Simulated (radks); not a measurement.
The table gives one normalised radial function P(r) = r R(r) (large component) of He+ in 2s1 (r in bohr). Calculated with a radial shooting solver on a logarithmic mesh with Libxc functionals: Dirac Kohn-Sham, PBE, spin-unpolarised, spherical densities, finite nucleus; Gaussian nuclear charge, rms radius 1.6755 fm.

| r | P |
|---|---|
| 0.05895 | 0.1041 |
| 0.07862 | 0.1331 |
| 0.104 | 0.1667 |
| 0.1387 | 0.2058 |
| 0.1851 | 0.2469 |
| 0.2448 | 0.2834 |
| 0.3266 | 0.3076 |
| 0.4356 | 0.3037 |
| 0.5763 | 0.2554 |
| 0.7686 | 0.1427 |
| 1.025 | -0.0390 |
| 1.356 | -0.2631 |
| 1.809 | -0.4903 |
| 2.413 | -0.6183 |
| 3.193 | -0.5753 |
| 4.258 | -0.3846 |
| 5.68 | -0.1774 |
| 7.515 | -0.0530 |
| 10.02 | -0.0084 |

Which n and l does it have? It may be an empty orbital.

Answer. n = 2, l = 0: the number of nodes gives n - l - 1 = 1, the rise at small r points to l (this Dirac orbital starts outside the nucleus as r^gamma with gamma = sqrt((l + 1)^2 - (Z/c)^2) = 1.00; the j = 1/2 orbital of l + 1 starts with the same power, but with a smaller coefficient, and then steepens), and the extent must fit the shell. The curve is that of 2s1/2. 2s1/2: eigenvalue -10.561 eV, 1 radial node at r = 0.971 bohr, <r> = 2.98 bohr, 90 % of the charge inside 4.52 bohr.
